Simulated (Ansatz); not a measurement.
SiPt₂ (the lowest singlet isomer of a short search) was relaxed with PBE0-D4 (def2-TZVP) in Ansatz in these states: neutral quintet, neutral triplet. The geometries follow in no particular order.

In the def2 sets Pt takes a core potential; there is no spin–orbit coupling.

A:

Cartesian coordinates in Å:
```
Pt 0.065 0.932 2.011
Pt -0.066 -0.934 -2.015
Si 0.000 0.002 0.004
```

B:

```xyz
3

Pt    0.605   -1.389   -0.074
Pt    0.211    1.297    0.758
Si   -0.816    0.092   -0.683
```

Question: Judge from the bond lengths which geometry belongs to which state (an estimate).

Answer: A is the neutral quintet (Pt2–Si3 2.226 Å, Pt1–Si3 2.213 Å); B is the neutral triplet (Pt2–Si3 2.140 Å, Pt1–Si3 2.140 Å).
